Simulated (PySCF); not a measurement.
## Electron correlation in Sr²⁺ (strontium, charge +2)

[Kr], closed-shell 1S. Calculation: PySCF 2.14, in aug-cc-pwCVTZ-X2C (10s9p7d3f, 93 functions); the spin-free X2C one-electron Hamiltonian (Gaussian nucleus). Frozen: [Ar] 3d10; 8 electrons correlated.

```csv
level,correlation energy (mhartree)
CCSD,-191.67
(T),-4.37
CCSD(T),-196.04
```

Diagnostics: T1 = 0.00082, D1 = 0.0021, largest double amplitude 0.023.

Q: Is a single reference adequate?

A: Yes, within this model without spin-orbit coupling: T1 lies below 0.03 and no double amplitude reaches 0.07.
